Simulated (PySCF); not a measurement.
A structure optimised at PBE-D3(BJ)/def2-SVP, used in a PySCF frequency run:

```xyz
10

C      2.7577    -0.2162    -0.1085
C      1.6086    -0.6269    -0.1261
C      0.2409    -1.1417    -0.1376
F     -0.0652    -1.7261    -1.3608
C     -0.8329    -0.0711     0.1441
Cl    -0.7720     1.2456    -1.0562
Cl    -0.6472     0.5291     1.8206
H      3.7732     0.1557    -0.0979
H      0.1273    -1.9193     0.6539
H     -1.8327    -0.5368     0.0654
```

**Question.** Write its SMILES and formula.

**Answer.** C#C[C@H](F)C(Cl)Cl, C4H3Cl2F

**Question.** What are its rotational constants (standard atomic weights)?

**Answer.** 1.8689, 1.4421, 1.1770 GHz
